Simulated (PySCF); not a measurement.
## MF₃ across the third period

Level: PBE0, basis family def2-TZVP, no relativity.

Each entry is the lowest minimum that a search over a few typed start shapes (and spin states, where more than one is plausible) found, or that minimum re-optimised at the stated level; isomers with ligand–ligand bonds, or fragments after loss of a ligand pair, can lie lower. Open shells are unrestricted; no spin–orbit coupling; PySCF with density fitting.

| molecule | 2S+1 | point group | mean bond to the central atom (Å) | lowest ω (cm⁻¹) | atomisation (kJ/mol) | dipole (D) | gap (eV) |
| --- | --- | --- | --- | --- | --- | --- | --- |
| AlF₃ | ? | ? | ? | ? | ? | ? | ? |
| SiF₃ | 2 | C3v | 1.581 | 289 | 1652 | 1.15 | – |
| SF₃ | 2 | Cs | 1.628 | 144 | 977 | 0.67 | – |
| ClF₃ | 1 | C2v | 1.661 | 336 | 535 | 0.62 | 6.14 |

Fill in the row of AlF₃.

2S+1: 1; point group: D3h; mean bond to the central atom (Å): 1.629; lowest ω (cm⁻¹): 243; atomisation (kJ/mol): 1719; dipole (D): 0.00; gap (eV): 10.23.

Left out of the table are members whose search was unfinished or whose lowest solution was spin-contaminated, unstable, very soft or bonded differently.
